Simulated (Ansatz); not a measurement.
Consider the atomization: `[O][Ge]([F])([Cl])[Cl]`• → 2 Cl• + F• + Ge• + O•.

Calculated with Ansatz (gas phase, PBE0-D4/def2-TZVP geometries, no zero-point term in ΔE). CBS: MP2 limit from def2 TZ/QZ plus the TZ coupled-cluster correction, frozen cores. This one scheme is used for every species, atoms too. For atomizations the MP2-based limit and the directly extrapolated one differ by several kJ/mol either way, and by 10 to 25 for some Ge, Se and Sn compounds, so smaller differences from it don't rank the levels. DFT in def2-TZVPP. B3LYP here is the variant with VWN-RPA as its local correlation; programs differ in this. Open shells (•) are unrestricted, without spin–orbit coupling. Spin–orbit coupling would lower the free atoms: a little for Cl, F, O; clearly for Ge. For Ge outer-core shells are correlated without core-valence functions, so the limit isn't a true one: a few kJ/mol of doubt a bond, and 10 to 20 or more in all where bonds break to atoms. Scalar relativity is left out up to krypton.

```tsv
level	ΔE (eV)
revPBE-D4	15.43
r2SCAN-D4	15.85
B97M-V	15.93
ωB97X-V	15.68
r2SCAN	15.81
B3LYP	14.85
CCSD(T)/def2-TZVPP	15.02
SCS-MP2/def2-QZVPP	15.64
```

(1) What does CCSD(T)/CBS give? (An estimate is asked.)

Largest T1 diagnostic among the species: 0.012.

Results:

(1) Ansatz gave: +15.49 eV. The listed levels differ from it by -0.06, 0.36, 0.44, 0.19, 0.32, -0.64, -0.47, 0.15 eV.

From r2SCAN to r2SCAN0 (25 % exact exchange), in def2-TZVPP and without D4, ΔE moves by −0.68 eV: exact exchange takes away binding that semilocal exchange gives to molecules. Leaving LDA and LC-ωPBE aside and taking each functional with its dispersion term where it has one, the values, not all of them listed here, spread over 1.71 eV, from BHLYP-D4 to PBE-D4. LDA lies +2.80 eV from PBE without D4, its usual overbinding.
